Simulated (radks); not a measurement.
Task: Neutral rhenium: order these configurations by energy. All-electron calculation, scalar-relativistic Kohn-Sham, PBEsol, spin-polarised, spherical densities, finite nucleus; Fermi nuclear charge, rms radius of each element as measured or else 0.836 A^(1/3) + 0.57 fm. Program: a radial shooting solver on a logarithmic mesh with Libxc functionals. Open shells are filled with parallel spins first. [Xe] 4f14 5d4 6s2 6p1; [Xe] 4f14 5d5 6s1 6p1; [Xe] 4f14 5d5 6s2; [Xe] 4f14 5d6 6s1.

Result: From the lowest, in eV above it: [Xe] 4f14 5d5 6s2 0.000; [Xe] 4f14 5d6 6s1 1.458; [Xe] 4f14 5d5 6s1 6p1 2.699; [Xe] 4f14 5d4 6s2 6p1 5.771.
